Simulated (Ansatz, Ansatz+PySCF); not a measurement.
```xyz
6

N     0.0000    0.0000    0.0000
H     0.5945    0.5945    0.5945
H     0.5945   -0.5945   -0.5945
H    -0.5945    0.5945   -0.5945
H    -0.5945   -0.5945    0.5945
F    30.0000    0.0000    0.0000
```

Basis set: cc-pVDZ (spherical functions). Left uncorrelated: 2 orbitals. Charge 0, multiplicity 1.

Computed with Ansatz (development build ahead of 0.2.0); each method stands on the lowest determinant of its kind that the runs found. Restricted open shells among the atoms or ions are ROHF, correlated in semicanonical orbitals with singles. Restricted functionals stand beside restricted open-shell atoms, which can lie above the unrestricted atoms usual in DFT and then raise those values.

The atomization energy at this shape (free ground-state atoms in the same class of orbitals less the molecule, no zero-point energy) of singlet NH₄F in separate pieces:

```csv
method,atomization energy
r²SCAN (unrestricted),12.98 eV
ωB97X (unrestricted),11.49 eV
r²SCAN (restricted),12.53 eV
ωB97X (restricted),10.62 eV
PBE (unrestricted),13.65 eV
PBE0 (unrestricted),12.53 eV
PBE0 (restricted),11.81 eV
UHF-CCSDT(Q),10.74 eV
UHF-CCSD(T),10.73 eV
UHF-MP2,10.57 eV
RHF-CCSD(T),8.86 eV
RHF-MP2,8.94 eV
UHF,6.86 eV
RHF,4.65 eV
```

**Question.** What does PBE (restricted) give?

**Answer.** 13.36 eV. Caution for r²SCAN (unrestricted), ωB97X (unrestricted), r²SCAN (restricted), ωB97X (restricted), PBE (unrestricted), PBE0 (unrestricted), PBE (restricted), PBE0 (restricted): charge can spread falsely over distant fragments. Caution for r²SCAN (unrestricted), ωB97X (unrestricted), PBE (unrestricted), PBE0 (unrestricted): the unrestricted determinant is spin contaminated. Caution for ωB97X (unrestricted), PBE0 (unrestricted): the determinant breaks the point group. Caution for r²SCAN (restricted), ωB97X (restricted), PBE (restricted), PBE0 (restricted), RHF-CCSD(T), RHF-MP2, RHF: an unrestricted determinant lies well below. Caution for UHF-CCSDT(Q), UHF-CCSD(T), UHF-MP2: a plain start can end on a higher determinant. Caution for UHF-CCSDT(Q), UHF-CCSD(T), UHF-MP2, RHF-CCSD(T), RHF-MP2: bonds are stretched, where a single reference can fail. Caution for UHF-CCSDT(Q), UHF-CCSD(T), UHF-MP2, UHF: the unrestricted determinant is a mixture of spin states.
